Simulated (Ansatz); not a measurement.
Born–Oppenheimer molecular dynamics of CH$_{6}$BBrO (10 atoms, charge 0, multiplicity 1). It starts at the highest image of a converged band, a first-order saddle point between two minima.

All numbers below come from RKS B3LYP-D4/def2-SVP in Ansatz 0.2.0.

```json
{
 "ensemble": "NVE (velocity Verlet)",
 "time step": "0.5 fs",
 "steps asked": "200",
 "starting velocities drawn for": "300 K",
 "seed": "6154"
}
```

First frame:

```xyz
10
Properties=species:S:1:pos:R:3
B -0.049 0.111 0.121
O -0.137 0.148 1.613
H -1.057 0.078 1.917
H 1.070 -0.088 -0.255
C -1.344 -0.212 -0.688
H -1.457 -1.313 -0.746
H -2.267 0.203 -0.252
H -1.260 0.149 -1.725
Br 0.188 2.650 0.438
H 0.085 1.329 1.555
```

Question: How far do the bonds stretch over the last three quarters of this one trajectory? (Pairs bonded in most of those frames.)

Answer: 
```tsv
bond	mean (Å)	spread (Å)	shortest	longest
B1–O2	1.362	0.029	1.30	1.42
B1–H4	1.215	0.033	1.16	1.27
B1–C5	1.589	0.053	1.50	1.69
O2–H3	0.968	0.009	0.95	0.98
C5–H6	1.107	0.010	1.09	1.13
C5–H7	1.105	0.010	1.09	1.12
C5–H8	1.106	0.005	1.09	1.12
Br9–H10	1.435	0.033	1.39	1.48
```

Mean temperature of the second half: 742 K. The conserved energy stayed within 0.098 meV per atom of its start (net change 0.038 meV per atom), so the integration is sound. The kinetic energy rose, since the run started high on the potential surface and went downhill. It ends in pieces (BrH + CH5BO), so much of that is their flight and rotation, not heat. A run of 0.1 ps of so small a system gives no equilibrium averages. The orbitals stay closed-shell, which can raise the energy where a bond breaks towards radicals; this wasn't checked here.

The run took 15 min on 2 threads of Arm Neoverse N1, with other jobs on the host, peak memory 0.23 GiB.
